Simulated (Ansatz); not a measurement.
Species: BH$_{2}$, charge -1, singlet. A triplet may lie lower; no result for it is given here. BH2- (SMILES [BH2-]).
B3LYP-D3(BJ)/def2-TZVP minimum from Ansatz (a program for electronic structure):
```xyz
3

B     -0.2176    -0.0297    -0.0544
H      0.4359    -0.5187     0.8912
H      0.6519     0.6671    -0.6190
```
Charge -1, spin multiplicity 1.

Total energies in aug-cc-pVTZ, 6 correlated electrons, 1 frozen orbitals. Open shells are spin-unrestricted; no spin-orbit coupling. Correlated methods leave the cores frozen. No relativity. The restricted determinant of H2B- ([BH2-], singlet) is unstable towards broken spin symmetry in at least one set run.

```json
[
 {"method": "HF", "program": "Ansatz", "energy (Eh)": "-25.72036", "minus CCSDT(Q) (mEh)": "152.04"},
 {"method": "MP2", "program": "Ansatz", "energy (Eh)": "-25.84356", "minus CCSDT(Q) (mEh)": "28.84"},
 {"method": "CCSD", "program": "Ansatz", "energy (Eh)": "-25.86602", "minus CCSDT(Q) (mEh)": "6.37"},
 {"method": "CCSD(T)", "program": "Ansatz", "energy (Eh)": "-25.87128", "minus CCSDT(Q) (mEh)": "1.11"},
 {"method": "CCSDT(Q)", "program": "Ansatz", "energy (Eh)": "-25.87240", "minus CCSDT(Q) (mEh)": "0.00"}
]
```

Rough core times of Ansatz's runs on a shared machine: CCSD(T) under 20 s, CCSDT(Q) 30 s.
